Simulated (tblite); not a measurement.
Compound: C₆H₁₀NO (doublet state).
Atom-mapped SMILES: `[CH2:1]=[C:2][C:3]([CH3:4])([CH3:5])[NH:6][CH:7]=[O:8]` (hydrogens: H9, H10 on C1; H11, H12, H13 on C4; H14, H15, H16 on C5; H17 on N6; H18 on C7)

Geometry (GFN2-xTB, Å), atoms numbered from 1 in this order:
```xyz
18
C6H10NO angstrom
C     -0.542    1.891    0.954
C     -0.916    0.908    0.202
C     -0.361   -0.247   -0.523
C     -1.386   -0.791   -1.525
C      0.024   -1.341    0.484
N      0.824    0.159   -1.299
C      1.992    0.585   -0.791
O      2.297    0.658    0.374
H      0.496    2.062    1.245
H     -1.246    2.607    1.353
H     -0.975   -1.641   -2.066
H     -1.672   -0.017   -2.235
H     -2.279   -1.114   -0.995
H      0.427   -2.203   -0.043
H      0.775   -0.960    1.169
H     -0.853   -1.642    1.050
H      0.689    0.227   -2.295
H      2.697    0.867   -1.600
```

Calculated harmonic vibrations of the isolated species, GFN2-xTB (tblite), most abundant isotopes, no scaling. This tight-binding method is rough: wavenumbers can miss measured ones by several per cent, in bad cases by 10 to 20. One conformer, not necessarily the lowest. Open shells enter through the occupations alone, without spin polarisation, and single modes of such species can be off by tens of per cent.

Harmonic wavenumbers (cm⁻¹): 64.3, 91.0, 160.4, 191.7, 206.9, 235.8, 255.9, 282.1, 330.8, 357.4, 417.6, 475.2, 495.9, 558.9, 708.2, 788.9, 871.1, 880.4, 920.9, 952.3, 960.1, 972.6, 1012.7, 1158.4, 1160.5, 1199.8, 1215.7, 1355.7, 1377.5, 1386.7, 1402.6, 1408.0, 1471.0, 1482.0, 1490.4, 1497.5, 1767.1, 1797.5, 2729.8, 2871.7, 3024.2, 3026.6, 3030.0, 3044.6, 3049.7, 3056.2, 3067.9, 3447.7.

A = 2611, B = 1893, C = 1500 MHz; mass 112.076 u (most abundant isotopes); point group C1, symmetry number 1; spin multiplicity 2.

Q: Zero-point energy?

A: Half the sum of the wavenumbers: 31855 cm⁻¹ = 91.08 kcal/mol.

Q: What is S at 400 K and 1 bar for an ideal gas of classical rigid rotors and harmonic oscillators?

A: Translation 41.54, rotation 29.04, vibration 36.64, spin (R ln 2) 1.38: S = 108.6 cal/(mol K).

Q: And Cp and H(400 K) − H(0)?

A: Cp = 46.17 cal/(mol K), of which vibrations give 38.22 (their classical limit is 48 R = 95.4); H(400 K) − H(0) = 11.07 kcal/mol without the zero-point energy, 7.89 from vibrations.

Q: How do the functions run with temperature in this model?

A: 
```
T (K)  S (cal/(mol K))  Cp (cal/(mol K))  H − H(0) (kcal/mol)  G − H(0) (kcal/mol)  ln q(vib)
  100             67.3              18.2                 1.21                -5.53       1.14
  200             83.3              28.5                 3.57               -13.09       3.49
  300             96.6              37.6                 6.88               -22.10       6.01
  500            119.7              53.7                16.08               -43.79      10.97
  800            148.8              69.9                34.83               -84.22      17.99
 1000            165.2              77.2                49.57              -115.66      22.32
```

q(vib) and H(0) count from the zero-point level.

Q: Blend soft modes into free rotors: weight 1/[1 + (100 cm⁻¹/ν̃)⁴] for the oscillator and the rest for a rotor with moment μB/(μ + B), μ = h/(8π²ν), B = 10⁻⁴⁴ kg m². What vibrational entropy results?

A: 34.86 cal/(mol K) in place of 36.64, which changes −T·S at 400 K by +0.71 kcal/mol.

Q: What must be added to the electronic energy to get the Gibbs energy at 400 K and 1 bar?

A: ZPE + [H(400 K) − H(0)] − T·S = 91.08 + 11.07 − 43.44 = 58.71 kcal/mol.

Q: Which modes carry the vibrational entropy at 400 K?

A: 64.3 cm⁻¹: 4.90; 91.0 cm⁻¹: 4.22; 160.4 cm⁻¹: 3.11; 191.7 cm⁻¹: 2.76; 206.9 cm⁻¹: 2.62; 235.8 cm⁻¹: 2.37 cal/(mol K); the other 42 give 16.66 together.

Hindered rotation and anharmonicity are outside this model. Other conformers, if any are populated, would add a mixing term that is left out. The structure is chiral; the term R ln 2 for an equal mix with its mirror image is left out.
